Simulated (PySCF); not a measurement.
PySCF job for C₃H₈N₂Si, SMILES C[Si@]1(N)C=NC1, PBE/pcSseg-1. The structure is a stationary point at PBE0-D3(BJ)/def2-SVP. The structure was generated by enumeration; whether it is a known compound was not checked. The values are those of a single conformer.

```python
import numpy as np
from pyscf import gto, scf, dft
from pyscf.prop.nmr import rks as nmr

mol = gto.M(
    atom='''
    C     1.92781273   -0.68308124    0.12437433
    Si    0.29934818    0.23705840    0.04193564
    N     0.66194350    1.91790404    0.09639758
    C    -1.11077043   -0.58917860    1.00396249
    N    -1.73711540   -1.01319634   -0.03742911
    C    -1.00407864   -0.42617957   -1.18586355
    H     1.75854141   -1.76771576    0.05395069
    H     2.58960206   -0.38119578   -0.70263343
    H     2.45098136   -0.48323295    1.07305879
    H    -0.05504947    2.63242592    0.10911953
    H     1.55061473    2.26544144    0.43451914
    H    -1.46743709   -0.85475795    2.01119552
    H    -0.73394297   -1.18973208   -1.93457650
    H    -1.63576299    0.31763186   -1.69935146
    ''',
    basis='pcSseg-1',
    charge=0,
    spin=0,
    max_memory=1600,
    verbose=3,
)
mf = dft.RKS(mol, xc='pbe')
mf.grids.level = 3
mf.conv_tol = 1e-10
mf.max_cycle = 100
mf.kernel()
n = nmr.NMR(mf)
n.verbose = 2
n.max_cycle_cphf = 60
sigma = n.kernel()
print('atom   isotropic/ppm   span/ppm')
for i, s in enumerate(sigma):
    w = np.linalg.eigvalsh((s + s.T) / 2)
    print(f'{mol.atom_symbol(i):2s}{i + 1:3d} {w.mean():14.3f} {w[2] - w[0]:11.3f}')
```

Output:

```
converged SCF energy = -517.651425871256
atom   isotropic/ppm   span/ppm
C   1        183.432      15.891
Si  2        334.450      92.450
N   3        224.362      46.300
C   4        -22.019     215.985
N   5       -230.535     961.227
C   6        114.983      92.348
H   7         31.033      10.641
H   8         30.928       9.800
H   9         30.981      10.120
H  10         30.141      16.678
H  11         30.064      16.524
H  12         22.525       5.995
H  13         27.303       4.710
H  14         27.173       3.262
```

Self-consistency was reached.
